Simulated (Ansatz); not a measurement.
Cost and result up the ladder for Si6Cl6 prismane (Si₆Cl₆) (12 atoms). Total charge 0; singlet. Geometry: PBE0-D4/def2-SVP.

Cartesian coordinates in Å:
```
Si 0.9475 1.2003 0.9880
Cl 1.9986 2.5408 2.1571
Si -0.1848 1.4319 -1.1100
Cl -0.4525 3.0422 -2.3764
Si 1.5884 -0.1614 -0.8757
Cl 3.3836 -0.4041 -1.8690
Si 0.0207 -1.8081 -0.2109
Cl 0.0963 -3.8555 -0.4765
Si -0.6202 -0.4464 1.6528
Cl -1.2882 -0.9132 3.5513
Si -1.7526 -0.2152 -0.4454
Cl -3.7371 -0.4112 -0.9854
```

Ansatz on 4 threads of Arm Neoverse V2 on a shared host. Times are rough, and most runs start from the orbitals of an earlier one. PBE0-D4/def2-TZVP serves as the yardstick here, not as an exact answer. Differences are given only for rows in sets of like size (and for xTB, whose basis is part of the method), since another set adds its own error. Binding counts from free atoms at the same level (Si triplet, Cl doublet; other spins of the atoms weren't run), without zero-point energy or a counterpoise term.

B3LYP takes the VWN-RPA correlation. Correlated methods freeze 60 core orbitals. The rows differ in basis, and correlated rows in double-zeta sets carry the largest basis error.

Correlated methods converge slowly with the basis, most of all in double-zeta sets.

| level | functions | wall time | binding energy per atom (eV) | difference from PBE0-D4/def2-TZVP (eV) |
| --- | --- | --- | --- | --- |
| HF/STO-3G | 108 | 1.2 s | 3.06 | – |
| HF/6-31G | 156 | 3.4 s | 1.37 | – |
| PBE-D4/def2-SVP | 216 | 5.5 s | 3.48 | – |
| B3LYP-D4/6-31G | 156 | 6 s | 2.59 | – |
| RPA@PBE/def2-SVP | 216 | 9.5 s | 2.62 | – |
| PBE0-D4/def2-SVP | 216 | 9.5 s | 3.38 | – |
| MP2/def2-SVP | 216 | 10 s | 3.07 | – |
| PBE-D4/def2-TZVP | 444 | 13 s | 3.53 | 0.08 |
| r2SCAN-D4/def2-TZVP | 444 | 28 s | 3.46 | 0.01 |
| BHLYP-D4/def2-TZVP | 444 | 35 s | 3.18 | -0.27 |
| PBE0-D4/def2-TZVP (with forces) | 444 | 44 s | 3.45 | 0.00 |
| r2SCANh-D4/def2-TZVP | 444 | 55 s | 3.42 | -0.03 |
